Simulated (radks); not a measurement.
Se, configuration [Ar] 3d10 4s2 4p4. Method: Dirac Kohn-Sham, LDA (Slater exchange, Perdew-Wang correlation), spin-unpolarised, spherical densities, finite nucleus; open shells fill j = l - 1/2 first; Fermi nuclear charge, rms radius 4.14 fm; computed with a radial shooting solver on a logarithmic mesh with Libxc functionals.

Unscreened Slater integrals over Kohn-Sham orbitals (eV). Large and small components are both included.

integral,value
"F0(4p3/2,4p3/2)",10.660
"F2(4p3/2,4p3/2)",5.4209
"F0(4p3/2,4p1/2)",10.781
"G2(4p3/2,4p1/2)",5.4802
"F0(4p3/2,4s1/2)",11.906
"G1(4p3/2,4s1/2)",7.5647
"F0(4p3/2,3d5/2)",14.171
"F2(4p3/2,3d5/2)",2.6475
"G1(4p3/2,3d5/2)",0.89101
"G3(4p3/2,3d5/2)",0.79977
"F0(4p1/2,4p1/2)",10.906
"F0(4p1/2,4s1/2)",12.078
"G1(4p1/2,4s1/2)",7.7837
"F0(4p1/2,3d5/2)",14.471
"G3(4p1/2,3d5/2)",0.84703
"F0(4s1/2,4s1/2)",13.724
"F0(4s1/2,3d5/2)",17.630
"G2(4s1/2,3d5/2)",1.5391
"F0(3d5/2,3d5/2)",39.587
"F2(3d5/2,3d5/2)",18.751
"F4(3d5/2,3d5/2)",11.754
